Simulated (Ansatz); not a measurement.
Wavefunction ladder for CH4AlFOS, SMILES `C[O][Al]([F])[SH]`

```
atom   x (Å)   y (Å)   z (Å)
  C1  -0.292  -1.183   0.816
  O2   0.698  -0.587   0.034
 Al3   0.929   0.796  -0.868
  F4   2.370   1.011  -1.621
  S5  -0.562   2.348  -1.117
  H6  -1.197  -0.567   0.894
  H7   0.085  -1.358   1.828
  H8  -0.578  -2.149   0.387
  H9  -1.452   1.689  -0.353
```

The species carries charge 0 and has multiplicity 1. Geometry: relaxed with PBE0-D4/def2-TZVP. It is one conformer, not always the lowest. Frozen core, restricted reference, Ansatz. CBS rows extrapolate triple and quadruple zeta; past MP2 they add the triple-zeta difference.

| basis | HF (Eh) | MP2 corr. | CCSD corr. | (T) | CCSD(T) total |
| --- | --- | --- | --- | --- | --- |
| def2-SVP | ? | -0.69796 | ? | -0.01597 | ? |
| def2-TZVPP | ? | -0.90887 | -0.94274 | -0.03387 | ? |
| def2-QZVPP | -854.27042 | -0.98601 | – | – | – |
| CBS(def2) | -854.27446 | ? | -1.07703 | as TZ | ? |

Fill in the withheld values. (An estimate is asked.)

The calculation gave: def2-SVP HF (Eh): -853.74705; def2-SVP CCSD corr.: -0.73795; def2-SVP CCSD(T) total: -854.50097; def2-TZVPP HF (Eh): -854.24104; def2-TZVPP CCSD(T) total: -855.21765; CBS(def2) MP2 corr.: -1.04315; CBS(def2) CCSD(T) total: -855.38536.
